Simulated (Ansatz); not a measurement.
Calculated with Ansatz (gas phase, PBE0-D4/def2-TZVP geometries, no zero-point term in ΔE). CCSD(T)/CBS is the MP2 limit (def2-TZVPP, def2-QZVPP) plus CCSD(T) − MP2 in def2-TZVPP, frozen cores. This one scheme is used for every species. DFT in def2-TZVPP. B3LYP here is the variant with VWN-RPA as its local correlation; programs differ in this. For Br outer-core shells are correlated without core-valence functions, which leaves a few kJ/mol of doubt a bond. Scalar relativity is left out up to krypton.

`F[C@@H]1O[C@H]1Br` + H₂ → `BrC1CO1` + H–F  (hydrogenolysis of a C–F bond)

(1) Is it downhill or uphill in electronic energy at CCSD(T)/CBS, and by how much? (Estimate.)

(2) What do these levels give: LDA (SPW92), B97M-V, BLYP, r2SCAN, B3LYP, r2SCAN0, LC-ωPBE, HF/def2-SVP, MP2/def2-SVP, CCSD/def2-SVP, HF/def2-QZVPP, CCSD/CBS(def2)? (Estimate.)

Largest T1 diagnostic among the species: 0.011.

## Answers

(1) The calculation gave: Downhill: ΔE = -83.1 kJ/mol.

(2) The calculation gave: LDA (SPW92) -60.1, B97M-V -66.7, BLYP -65.5, r2SCAN -64.0, B3LYP -71.3, r2SCAN0 -71.9, LC-ωPBE -73.0, HF/def2-SVP -71.0, MP2/def2-SVP -64.9, CCSD/def2-SVP -65.2, HF/def2-QZVPP -80.2, CCSD/CBS(def2) -86.3 kJ/mol.

From BLYP to BHLYP (50 % exact exchange), in def2-TZVPP and without D4, ΔE moves by −11.0 kJ/mol. At CCSD(T), def2-SVP lies +21.8 kJ/mol from the extrapolated value and def2-TZVPP +5.0 kJ/mol.
